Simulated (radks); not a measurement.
Eu I, configuration [Xe] 4f7 6s1 6d1 (not the ground configuration).

All-electron calculation, Dirac Kohn-Sham, PBE, spin-unpolarised, spherical densities, point nucleus; open shells fill j = l - 1/2 first. Program: a radial shooting solver on a logarithmic mesh with Libxc functionals.

Energy parts (hartree):
part                       energy
total                 -10852.0603
kinetic                11801.6045
electron-nucleus      -26625.2528
Hartree                 4214.7136
exchange-correlation    -243.1257

Orbitals (lengths in bohr, moments of r in powers of bohr; r(max) is where P^2 peaks; r(90%) holds 90 % of the orbital's charge):
| orbital | occ. | eigenvalue (hartree) | r(max) | r(90%) | <1/r> | <r^2> | small-component weight |
|---|---|---|---|---|---|---|---|
| 1s1/2 | 2 | -1775.913 | 0.01420 | 0.0403 | 70.25 | 0.0006791 | 5.50e-02 |
| 2s1/2 | 2 | -291.5731 | 0.08071 | 0.147 | 16.73 | 0.01062 | 1.21e-02 |
| 2p1/2 | 2 | -276.6001 | 0.06107 | 0.130 | 16.70 | 0.007724 | 1.22e-02 |
| 2p3/2 | 4 | -252.7842 | 0.06680 | 0.139 | 14.82 | 0.008963 | 1.13e-02 |
| 3s1/2 | 2 | -64.24616 | 0.2291 | 0.366 | 6.088 | 0.07106 | 3.82e-03 |
| 3p1/2 | 2 | -57.78467 | 0.2162 | 0.359 | 6.002 | 0.06632 | 3.76e-03 |
| 3p3/2 | 4 | -52.92987 | 0.2283 | 0.377 | 5.528 | 0.07345 | 3.52e-03 |
| 3d3/2 | 4 | -41.75850 | 0.1818 | 0.349 | 5.404 | 0.05886 | 3.40e-03 |
| 3d5/2 | 6 | -40.70224 | 0.1852 | 0.354 | 5.285 | 0.06086 | 3.33e-03 |
| 4s1/2 | 2 | -12.84918 | 0.5278 | 0.814 | 2.538 | 0.3619 | 1.20e-03 |
| 4p1/2 | 2 | -10.35422 | 0.5329 | 0.843 | 2.431 | 0.3820 | 1.13e-03 |
| 4p3/2 | 4 | -9.28380 | 0.5588 | 0.886 | 2.271 | 0.4214 | 1.05e-03 |
| 4d3/2 | 4 | -5.17976 | 0.5687 | 0.975 | 2.050 | 0.4884 | 8.81e-04 |
| 4d5/2 | 6 | -4.98781 | 0.5771 | 0.991 | 2.010 | 0.5042 | 8.58e-04 |
| 5s1/2 | 2 | -1.76651 | 1.235 | 2.00 | 0.9624 | 2.151 | 2.49e-04 |
| 5p1/2 | 2 | -1.09971 | 1.352 | 2.29 | 0.8431 | 2.771 | 1.95e-04 |
| 5p3/2 | 4 | -0.96035 | 1.430 | 2.44 | 0.7859 | 3.132 | 1.73e-04 |
| 4f5/2 | 6 | -0.23380 | 0.5905 | 1.70 | 1.417 | 1.280 | 4.69e-04 |
| 6s1/2 | 1 | -0.21828 | 3.401 | 5.73 | 0.3213 | 17.42 | 3.17e-05 |
| 4f7/2 | 1 | -0.21124 | 0.5957 | 1.74 | 1.396 | 1.345 | 4.58e-04 |
| 6d3/2 | 1 | -0.02646 | 10.63 | 16.5 | 0.1073 | 148.0 | 4.09e-06 |
| 6d5/2 | 0 | -0.02602 | 10.75 | 16.7 | 0.1065 | 150.8 | 4.08e-06 |

The highest occupied level is 6d3/2 at -0.720 eV. Summed over all electrons, <r^2> = 206.2 bohr^2, which gives a Langevin (diamagnetic) susceptibility term of -163 x 10^-6 cm^3/mol. The density falls to 0.001 e/bohr^3 at r = 4.53 bohr.
